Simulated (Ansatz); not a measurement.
Start from `B[O][GaH2]` and change one atom or group to get `BO`.

Ansatz, PBE0-D4/def2-TZVP geometries, multiplicity 1. 

Scalar relativity is left out up to krypton.

```json
{"property": "LUMO energy (PBE/def2-TZVPP) / eV", "`B[O][GaH2]`": "-2.46"}
{"property": "HOMO energy (PBE0/def2-TZVPP) / eV", "`B[O][GaH2]`": "-7.67"}
{"property": "HOMO energy (ωB97M-V/def2-TZVPP) / eV", "`B[O][GaH2]`": "-9.99"}
{"property": "HOMO–LUMO gap (ωB97M-V/def2-TZVPP) / eV", "`B[O][GaH2]`": "10.05"}
{"property": "LUMO energy (PBE0/def2-TZVPP) / eV", "`B[O][GaH2]`": "-1.63"}
{"property": "HOMO–LUMO gap (PBE0/def2-TZVPP) / eV", "`B[O][GaH2]`": "6.03"}
```

(1) What does the change do to each property? (Estimate.)

Results:

(1) Ansatz gave: 
```json
{"property": "LUMO energy (PBE/def2-TZVPP) / eV", "`BO`": "-1.43", "shift": "1.03"}
{"property": "HOMO energy (PBE0/def2-TZVPP) / eV", "`BO`": "-8.86", "shift": "-1.19"}
{"property": "HOMO energy (ωB97M-V/def2-TZVPP) / eV", "`BO`": "-11.23", "shift": "-1.24"}
{"property": "HOMO–LUMO gap (ωB97M-V/def2-TZVPP) / eV", "`BO`": "12.69", "shift": "2.64"}
{"property": "LUMO energy (PBE0/def2-TZVPP) / eV", "`BO`": "-0.42", "shift": "1.21"}
{"property": "HOMO–LUMO gap (PBE0/def2-TZVPP) / eV", "`BO`": "8.44", "shift": "2.41"}
```

With PBE0 the HOMO falls by 1.19 eV and the LUMO rises by 1.21 eV, so the gap widens by about 2.40 eV. PBE moves the HOMO by -1.05 eV and ωB97M-V by -1.24 eV. The zero-point energy changes by -6.8 kJ/mol with -6 modes.
